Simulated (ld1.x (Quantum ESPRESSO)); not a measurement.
**u(r) = r·R(r): atom against pseudo-atom (neon)**

Columns: radius, all-electron u(r) and pseudo u(r) of the 2p shell (level -13.33 eV) of neon in the configuration [He] 2s2 2p6; PBE, scalar-relativistic, PAW scheme, ld1.x (Quantum ESPRESSO) 7.5.

```
r (bohr)  all-electron  pseudo
   0.060        0.0775  0.0139
   0.120        0.2348  0.0545
   0.180        0.4066  0.1190
   0.240        0.5634  0.2029
   0.300        0.6938  0.3005
   0.360        0.7955  0.4051
   0.420        0.8700  0.5101
   0.480        0.9200  0.6093
   0.540        0.9490  0.6972
   0.600        0.9610  0.7695
   0.660        0.9596  0.8238
   0.720        0.9477  0.8589
   0.780        0.9281  0.8754
   0.840        0.9028  0.8754
   0.900        0.8735  0.8617
   0.960        0.8416  0.8379
   1.020        0.8079  0.8074
   1.080        0.7735  0.7736
   1.140        0.7388  0.7388
   1.200        0.7043  0.7043
   1.260        0.6703  0.6703
   1.320        0.6371  0.6371
   1.380        0.6049  0.6049
   1.440        0.5738  0.5738
   1.500        0.5438  0.5438
   1.560        0.5151  0.5151
```

(1) How many radial nodes do the two functions have?

(2) At about which radius was the pseudo-wave matched?

(3) Is the pseudo-wave norm-conserving?

Answers

(1) The all-electron 2p function has n − l − 1 = 0; the pseudo-wave has 0.

(2) 1.20 bohr. The columns agree to 0.0005 from 1.02 bohr on; several derivatives are matched, so the curves merge somewhat inside the radius.

(3) No, it belongs to a PAW set: the norm inside the radius is not constrained, and the difference is carried by the augmentation charge.
